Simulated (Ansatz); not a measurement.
One change: `FCCCOCF` becomes `O=CCOCF`.

Ansatz, PBE0-D4/def2-TZVP geometries, multiplicity 1. Each molecule was computed in one conformer, which needn't be the lowest.

```csv
property,`FCCCOCF`
HOMO–LUMO gap (ωB97M-V/def2-TZVPP) / eV,13.79
size of the dipole moment (PBE/def2-TZVPP) / D,1.84
LUMO energy (PBE/def2-TZVPP) / eV,0.47
size of the dipole moment (B3LYP/def2-TZVPP) / D,2.00
size of the dipole moment (ωB97M-V/def2-TZVPP) / D,2.01
HOMO energy (ωB97M-V/def2-TZVPP) / eV,-10.95
```

Task: Give the same properties after the change, and the shifts. (Estimate.)

Result: Computed: 
| property | `O=CCOCF` | shift |
| --- | --- | --- |
| HOMO–LUMO gap (ωB97M-V/def2-TZVPP) / eV | 11.42 | -2.37 |
| size of the dipole moment (PBE/def2-TZVPP) / D | 1.75 | -0.09 |
| LUMO energy (PBE/def2-TZVPP) / eV | -2.25 | -2.72 |
| size of the dipole moment (B3LYP/def2-TZVPP) / D | 1.87 | -0.13 |
| size of the dipole moment (ωB97M-V/def2-TZVPP) / D | 1.89 | -0.12 |
| HOMO energy (ωB97M-V/def2-TZVPP) / eV | -10.11 | 0.84 |

With PBE0 the HOMO rises by 0.83 eV and the LUMO falls by 2.37 eV, so the gap narrows by about 3.20 eV. PBE moves the HOMO by 0.84 eV and ωB97M-V by 0.84 eV. Dipoles are sizes alone; their direction can turn.

B3LYP here is the variant with VWN-RPA as its local correlation; programs differ in this.
